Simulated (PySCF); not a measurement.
A geometry optimisation, step by step.

Species: [GaBr4]- (charge -1).
Bonds: Ga1–Br2, Ga1–Br3, Ga1–Br4, Ga1–Br5.

Computed by this run: PBE0-D3(BJ)/def2-SVP geometry optimisation, gas phase (PySCF 2.14.0); density fitting, grid level 1; the optimiser is geomeTRIC in internal coordinates, started from a GFN2-xTB structure with every atom displaced at random (about 0.03 Å). The frame can shift and turn from step to step; on so coarse a grid that alone can change the energy by a few meV, and forces under 0.02 eV/Å are noise.

Step 0: E = -332493.0897 eV, largest atomic force 1.363 eV/Å
```
atom  x, y, z in Å  |  force x, y, z in eV/Å
Ga1     0.061   -0.077    0.012   -1.276   0.478   0.007
Br2    -0.006   -0.031    2.360    0.034  -0.063   0.079
Br3     2.168    0.004   -0.824    1.001  -0.114  -0.263
Br4    -1.024    1.943   -0.781    0.129  -0.382   0.132
Br5    -1.124   -1.950   -0.830    0.112   0.081   0.044
```

Step 1: E = -332493.1588 eV, largest atomic force 0.465 eV/Å
```
atom  x, y, z in Å  |  force x, y, z in eV/Å
Ga1     0.038   -0.049    0.004   -0.378   0.264  -0.064
Br2    -0.029   -0.036    2.358    0.041  -0.038   0.028
Br3     2.227   -0.027   -0.807    0.197  -0.060   0.013
Br4    -1.041    1.929   -0.785    0.081  -0.163   0.039
Br5    -1.119   -1.928   -0.832    0.059  -0.002  -0.015
```

Step 2: E = -332493.1701 eV, largest atomic force 0.042 eV/Å
```
atom  x, y, z in Å  |  force x, y, z in eV/Å
Ga1     0.017   -0.027   -0.002   -0.025   0.032   0.005
Br2    -0.042   -0.043    2.356    0.009  -0.019   0.011
Br3     2.245   -0.044   -0.767   -0.007  -0.005   0.041
Br4    -1.043    1.924   -0.799    0.003   0.007  -0.026
Br5    -1.103   -1.920   -0.850    0.021  -0.015  -0.030
```

Step 3: E = -332493.1708 eV, largest atomic force 0.050 eV/Å
```
atom  x, y, z in Å  |  force x, y, z in eV/Å
Ga1     0.009   -0.020   -0.002    0.041  -0.022   0.020
Br2    -0.055   -0.053    2.357   -0.016  -0.010  -0.007
Br3     2.250   -0.044   -0.736   -0.032   0.012   0.028
Br4    -1.042    1.927   -0.812   -0.005   0.011  -0.021
Br5    -1.087   -1.919   -0.869    0.011   0.009  -0.020
```

Step 4: E = -332493.1704 eV, largest atomic force 0.095 eV/Å
```
atom  x, y, z in Å  |  force x, y, z in eV/Å
Ga1     0.002   -0.015    0.000    0.078  -0.049   0.023
Br2    -0.087   -0.072    2.359   -0.041  -0.002  -0.019
Br3     2.259   -0.035   -0.687   -0.021   0.020   0.009
Br4    -1.039    1.927   -0.830   -0.009   0.009  -0.008
Br5    -1.060   -1.914   -0.904   -0.007   0.022  -0.004
```

Step 5: E = -332493.1706 eV, largest atomic force 0.079 eV/Å
```
atom  x, y, z in Å  |  force x, y, z in eV/Å
Ga1     0.003   -0.014    0.003    0.068  -0.040   0.010
Br2    -0.125   -0.090    2.358   -0.046   0.003  -0.020
Br3     2.269   -0.024   -0.647    0.001   0.017   0.000
Br4    -1.033    1.925   -0.843   -0.005   0.004   0.003
Br5    -1.040   -1.907   -0.932   -0.018   0.017   0.007
```

Step 6: E = -332493.1710 eV, largest atomic force 0.067 eV/Å
```
atom  x, y, z in Å  |  force x, y, z in eV/Å
Ga1     0.005   -0.015    0.003    0.057  -0.034   0.009
Br2    -0.128   -0.090    2.357   -0.040   0.001  -0.017
Br3     2.271   -0.022   -0.648   -0.001   0.014   0.002
Br4    -1.032    1.923   -0.842   -0.004   0.006   0.001
Br5    -1.041   -1.907   -0.932   -0.013   0.013   0.004
```

Step 7: E = -332493.1714 eV, largest atomic force 0.050 eV/Å
```
atom  x, y, z in Å  |  force x, y, z in eV/Å
Ga1     0.008   -0.017    0.002    0.043  -0.025   0.007
Br2    -0.131   -0.089    2.356   -0.032   0.000  -0.011
Br3     2.273   -0.020   -0.651   -0.005   0.008   0.007
Br4    -1.032    1.922   -0.840   -0.002   0.011  -0.002
Br5    -1.044   -1.906   -0.929   -0.005   0.007  -0.001
```

Step 8: E = -332493.1718 eV, largest atomic force under 0.02 eV/Å
```
atom  x, y, z in Å  |  force x, y, z in eV/Å
Ga1     0.013   -0.019    0.002    0.009  -0.003   0.000
Br2    -0.136   -0.089    2.355   -0.018  -0.003  -0.003
Br3     2.275   -0.017   -0.657   -0.002   0.001   0.013
Br4    -1.031    1.921   -0.837    0.006   0.005  -0.002
Br5    -1.046   -1.906   -0.925    0.006   0.001  -0.008
```

**Question.** Summarise the path.

**Answer.** The energy falls by 0.0821 eV from step 0 to step 8; nine tenths of that is first reached at step 2. It rises by more than 0.2 meV at step 4. The largest force goes from 1.363 to under 0.02 eV/Å. Among the bonds Ga1–Br3 changes most, from 2.268 to 2.356 Å; the atoms move by 0.060 Å rms after alignment.

The cost below is that of the whole optimisation. Hardware: one thread of an Arm Neoverse V1, on a shared host. Cost: 3.7 min of wall time, 1.1 GiB resident at most.
